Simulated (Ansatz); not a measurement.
`O[SiH][SiH](O)Cl` radical, relaxed with UKS PBE0-D4/def2-TZVP in Ansatz from a GFN2-xTB geometry. The force threshold is 0.005 eV/Å; the program also tests the step.

Total charge 0; spin multiplicity 2.

Start:

```xyz
9

O    -1.697    1.018   -1.327
Si   -1.143   -0.419   -0.769
Si    0.878   -0.259    0.260
O     0.417    0.405    1.679
Cl    1.560   -2.166    0.618
H    -1.777    1.797   -0.783
H    -1.321   -1.190   -2.002
H     2.119    0.432   -0.137
H     0.964    0.382    2.460
```

```tsv
step	energy (eV)	largest force (eV/Å)	largest move (Å)
1	-32427.3996	1.099	0.000
2	-32427.5268	0.444	0.180
3	-32427.5813	0.305	0.080
4	-32427.5946	0.229	0.047
5	-32427.6064	0.148	0.083
6	-32427.6097	0.084	0.089
7 (rejected)	-32427.5947	0.281	0.077
8	-32427.6123	0.033	0.039
9	-32427.6136	0.074	0.059
10	-32427.6139	0.061	0.019
11	-32427.6143	0.052	0.043
12	-32427.6145	0.048	0.012
13	-32427.6146	0.030	0.016
14	-32427.6147	0.022	0.017
15	-32427.6147	0.011	0.007
16	-32427.6147	0.007	0.002
17	-32427.6147	0.007	0.003
18	-32427.6147	0.002	0.001
```

End:

```xyz
9

O    -1.778    1.065   -1.181
Si   -1.128   -0.438   -0.943
Si    0.832   -0.365    0.328
O     0.396    0.499    1.657
Cl    1.349   -2.304    0.809
H    -1.879    1.608   -0.396
H    -0.935   -1.016   -2.301
H     2.066    0.218   -0.265
H     1.078    0.732    2.290
```

Hardware: 2 threads of an AMD EPYC 7R13 on a shared host and a share of an NVIDIA H100 80 GB. Wall time 58 s, peak host memory 0.9 GiB.
